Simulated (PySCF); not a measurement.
NbOCl3, SMILES [O]=[Nb]([Cl])([Cl])[Cl], multiplicity 1.

Geometry optimised at B3LYP-D3(BJ)/def2-SVP. The multiplicity is an assumed one; other spin states were not compared. The isomer is the one that the SMILES or the coordinates give; other isomers of the formula were not compared. The def2 effective core potentials stand for the cores of Nb; spin–orbit coupling is left out.

Level of theory: PBE0/def2-TZVP in PySCF.

Isolated molecule, no solvent.

The total energy is -1512.60719 hartree, the point group is C3v and the highest occupied level comes out as -9.85 eV. The lowest empty level is -3.47 eV and the orbital gap is 6.38 eV. The dipole moment is 1.07 D and the quadrupole, principal values (traceless, Buckingham form, about the centre of nuclear charge) is -2.96, 1.48, 1.48 D·Å. The mean static polarisability comes out as 78.5 bohr³ (11.63 Å³). The polarisability, principal values is 66.6, 84.4, 84.5 bohr³.
